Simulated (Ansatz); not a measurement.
Reaction (cleavage of the B–Ge bond): `[NH2][GeH2][B](O)O` + `O[Si](Cl)(Cl)Cl` → `OB(O)O[Si](Cl)(Cl)Cl` + `[NH2][GeH3]`

Calculated with Ansatz (gas phase, PBE0-D4/def2-TZVP geometries, no zero-point term in ΔE). CBS: MP2 limit from def2 TZ/QZ plus the TZ coupled-cluster correction, frozen cores. Functionals use def2-TZVPP. For Ge outer-core shells are correlated without core-valence functions, which leaves a few kJ/mol of doubt a bond. Scalar relativity is left out up to krypton. One conformer a species, not always the lowest.

| species | PBE0-D4 energy (Eh) |
| --- | --- |
| `[NH2][GeH2][B](O)O` | -2310.36268 |
| `O[Si](Cl)(Cl)Cl` | -1745.57800 |
| `OB(O)O[Si](Cl)(Cl)Cl` | -1921.53470 |
| `[NH2][GeH3]` | -2134.45680 |

**Question.** Work out ΔE.

**Answer.** ΔE = (-1921.53470) + (-2134.45680) − (-2310.36268) − (-1745.57800) = -0.05082 Eh = -31.9 kcal/mol. CCSD(T)/CBS gives -32.6 kcal/mol.

Largest T1 diagnostic among the species: 0.012.

From PBE to PBE0 (25 % exact exchange), in def2-TZVPP and without D4, ΔE moves by −2.7 kcal/mol. In def2-TZVPP, CCSD(T) changes the Hartree–Fock value by +6.9 kcal/mol (the triples alone add +0.9 kcal/mol) and MP2 by +6.8 kcal/mol. The D4 term adds −1.2 kcal/mol with B3LYP and −0.7 kcal/mol with PBE0; it sums over pairs of atoms, weighted by their polarisabilities, and B3LYP, whose exchange is more repulsive, gets the larger term.

B3LYP here is the variant with VWN-RPA as its local correlation; programs differ in this.
